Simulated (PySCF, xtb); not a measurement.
Mg(Cl)(SeH) (ClHMgSe), SMILES [Cl][Mg][SeH].

GFN2-xTB (xtb) at its own geometry gives an orbital gap of 2.42 eV and a dipole moment of 3.27 D.

The structure is a stationary point at ωB97X-D3(BJ)/def2-TZVP. The values are those of a single conformer.

### Question
What does PySCF with CAM-B3LYP/def2-TZVPD give? (An estimate is asked for; the answer gives what the named calculation found.)

### Answer
gap 7.49 eV (levels -8.44 and -0.96 eV), dipole 0.89 D.
